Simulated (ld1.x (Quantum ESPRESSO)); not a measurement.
## Transferability test, TM potential for carbon

- Element: carbon
- Generator: ld1.x (Quantum ESPRESSO) 7.5
- Type: norm-conserving Troullier–Martins (Kleinman–Bylander form)
- Functional: PBE
- Relativity: scalar-relativistic
- Frozen core: [He]
- Valence charge: 4
- Reference configuration: 2s2 2p2
- Partial waves: 2p (bound): rc 2.25 bohr; 3d channel at 0.05 Ry: rc 2.30 bohr; 2s (bound): rc 1.00 bohr
- Local potential: the s channel
- Core correction: a·sin(br)/r model core inside 0.80 bohr

Energies are relative to the spin-unpolarised reference configuration 2s2 2p2; without spin polarisation the order of configurations can differ from experiment.

| valence configuration | charge | ΔE all-electron (eV) | error AE − PS (meV) |
| --- | --- | --- | --- |
| 2s2 2p1 | +1 | 10.862 | +41 |
| 2s2 2p0 | +2 | 35.018 | +405 |
| 2s1 2p0 | +3 | 83.212 | +822 |
| 2s1 2p2 | +1 | 19.615 | -51 |
| 2s1 2p3 | 0 | 8.478 | -6.7 |

**Question.** What are ΔE and the potential's error for 2s2 2p2.3?

**Answer.** ΔE = -1.158 eV all-electron; the error (AE − PS) is +0.5 meV.

**Question.** What are ΔE and the potential's error for 2s2 2p1.5?

**Answer.** ΔE = 3.963 eV all-electron; the error (AE − PS) is +5.3 meV.
